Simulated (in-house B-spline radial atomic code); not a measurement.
Configurations of Cl VI (Cl5+), with energies counted from [Ne] 3s2. All numbers are computed (scalar-relativistic (X2C) HSE06, spin-polarised, spherical fractional occupations, exact exchange averaged over the configuration; Fermi nucleus of rms radius 3.3654 fm) with a radial B-spline atomic code at the basis-set limit, not measured. Shells without spins written out take the highest spin.

Occupations are held fixed; configurations that lie above the ionisation limit could autoionise.

| configuration | E - E(ref) (eV) | highest orbital | its <r> (bohr) |
| --- | --- | --- | --- |
| [Ne] 3s1 4s1 | 49.89 | 4s up | 2.673 |
| [He] 2s2 2p5 3s2 3d1 | 232.67 | 3d up | 1.355 |
| [He] 2s2 2p5 3s2 4s1 | 252.16 | 4s up | 2.603 |
| [He] 2s1 2p6 3s2 3p1 | 272.71 | 3p up | 1.309 |
| [He] 2s1 2p6 3s2 3d1 | 294.46 | 3d up | 1.355 |
| [He] 2s1 2p6 3s2 4p1 | 319.32 | 4p up | 2.771 |

Order these further configurations by energy, lowest first.
A. [He] 2s1 2p6 3s2 4s1
B. [Ne] 3s1 3d1
C. [Ne] 3s1 3p1
D. [He] 2s2 2p5 3s2 3p1
E. [He] 2s2 2p5 3s2 4d1

C (12.048 eV), B (33.257 eV), D (210.61 eV), E (264.52 eV), A (314.04 eV).

How far above the reference does [He] 2s1 2p6 3s2 4d1 lie?

326.35 eV; its least bound orbital is 4d up with <r> = 2.985 bohr.
